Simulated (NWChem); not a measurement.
# Lowest excitation of sulfur difluoride (F2S)

```
S
F 1 1.6118
F 1 1.6118 2 99.21
```
Charge 0, spin multiplicity 1.

Program: NWChem. All single points use one geometry, from PBE0/def2-SVP, a minimum by its harmonic frequencies.

Basis set: def2-SVPD.

Relative cost: rough, from shared machines, SCF included, TD-PBE = 1.

The correlated methods keep 7 core orbitals frozen. B3LYP has NWChem's definition, with VWN1-RPA local correlation. GW and range-separated runs recompute their integrals, the others keep them in memory, which bears on the times. No row is a measurement; the coupled-cluster row has its own basis-set and correlation limits.

```
method         lowest vertical singlet excitation energy (eV)  relative cost
-------------  ----------------------------------------------  -------------
TDA-CAM-B3LYP                                            3.47              3
CIS                                                      3.97        under 3
EOM-CCSD                                           (withheld)        under 3
TD-PBE                                             (withheld)              1
TD-B3LYP                                                 3.42        under 3
```

Problem. What belongs in the gaps?

Solution. 
- EOM-CCSD, lowest vertical singlet excitation energy (eV): 3.73
- TD-PBE, lowest vertical singlet excitation energy (eV): 3.25
